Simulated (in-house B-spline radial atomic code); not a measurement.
The outermost shell (largest non-relativistic mean radius) with and without relativity; Dirac values are averaged over j. Computed with an all-electron radial atomic-structure program (B-spline basis): non-relativistic Hartree-Fock and Dirac-Hartree-Fock, averages of the configuration (point nuclei without relativity, finite nuclei with it).

| ion | configuration | outermost shell | radius non-relativistic (bohr) | radius Dirac (bohr) | radius change (%) | level non-relativistic (eV) | level Dirac (eV) | spin-orbit splitting (eV) |
| --- | --- | --- | --- | --- | --- | --- | --- | --- |
| K5+ | [Ne] 3s2 3p2 | 3p | 1.2038 | 1.2024 | -0.12039 | -97.730 | -97.785 | 0.38303 |
| Ca5+ | [Ne] 3s2 3p3 | 3p | 1.1277 | 1.1261 | -0.14047 | -105.192 | -105.26 | 0.49868 |
| Sc5+ | [Ne] 3s2 3p4 | 3p | 1.0607 | 1.059 | -0.16181 | -112.766 | -112.86 | 0.63921 |
| Ti5+ | [Ne] 3s2 3p5 | 3p | 1.0015 | 0.99962 | -0.18443 | -120.457 | -120.57 | 0.8081 |
| V5+ | [Ne] 3s2 3p6 | 3p | 0.949 | 0.94702 | -0.20802 | -128.263 | -128.4 | 1.0092 |
| Cr5+ | [Ar] 3d1 | 3d | 0.94795 | 0.9506 | 0.28021 | -91.032 | -90.655 | 0.12603 |
